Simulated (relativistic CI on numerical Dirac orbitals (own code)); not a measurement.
# Tm2+ (4f13) in a crystal field

Calculated by Dirac-Coulomb-Breit CI, separate exchange-only KLI orbitals for each configuration, model QED (radiative potential, 1s self-energy scaled to tabulated hydrogen-like ionisation energies), valence Slater integrals scaled by 0.85, one configuration in a parametric crystal field (own radial code).

Field parameters in Wybourne normalisation; cubic f-shell fields have B⁴₄ = √(5/14) B⁴₀ and B⁶₄ = −√(7/2) B⁶₀. The field is a parameter set, without covalency.

S and J are read from ⟨S²⟩ = S(S + 1) and ⟨J²⟩ = J(J + 1) of each level; they are not fictitious spins.

Oh, B40 = -1620, B60 = 410 cm⁻¹, the lowest 5 levels:

```tsv
E (cm⁻¹)	Degeneracy	Irrep	S	J
0.0	2	Γ7	0.50	3.50
576	4	Γ8	0.50	3.50
657	2	Γ6	0.50	3.50
8873	2	Γ7	0.50	2.50
9314	4	Γ8	0.50	2.50
```

Principal g values of the ground doublet: 3.48, 3.48, 3.48.

Oh, B40 = 180, B60 = 400 cm⁻¹, the lowest 5 levels:

| E (cm⁻¹) | Degeneracy | Irrep | S | J |
| --- | --- | --- | --- | --- |
| 0.0 | 2 | Γ6 | 0.50 | 3.50 |
| 109 | 2 | Γ7 | 0.50 | 3.50 |
| 193 | 4 | Γ8 | 0.50 | 3.50 |
| 8813 | 4 | Γ8 | 0.50 | 2.50 |
| 8865 | 2 | Γ7 | 0.50 | 2.50 |

Principal g values of the ground doublet: 2.67, 2.67, 2.67.

D3d, B20 = -80, B40 = 30, B43 = 160, B60 = -240, B63 = -40, B66 = 190 cm⁻¹, the lowest 7 levels:

```json
{"E (cm⁻¹)": "0.0", "Degeneracy": "2", "Irrep": "Γ4", "S": "0.50", "J": "3.50"}
{"E (cm⁻¹)": "46.5", "Degeneracy": "2", "Irrep": "Γ5+Γ6", "S": "0.50", "J": "3.50"}
{"E (cm⁻¹)": "84.9", "Degeneracy": "2", "Irrep": "Γ4", "S": "0.50", "J": "3.50"}
{"E (cm⁻¹)": "104", "Degeneracy": "2", "Irrep": "Γ4", "S": "0.50", "J": "3.50"}
{"E (cm⁻¹)": "8722", "Degeneracy": "2", "Irrep": "Γ4", "S": "0.50", "J": "2.50"}
{"E (cm⁻¹)": "8770", "Degeneracy": "2", "Irrep": "Γ5+Γ6", "S": "0.50", "J": "2.50"}
{"E (cm⁻¹)": "8791", "Degeneracy": "2", "Irrep": "Γ4", "S": "0.50", "J": "2.50"}
```

Principal g values of the ground doublet: 2.63, 2.63, 5.00.

The next free-ion level lies 8702 cm⁻¹ above the lowest; the field splits the ground level into components whose J stays near 7/2 as long as their spread is small against that gap.

Levels of this model without a field, named by their leading LS term: ²F°7/2 0, ²F°5/2 8702 cm⁻¹.
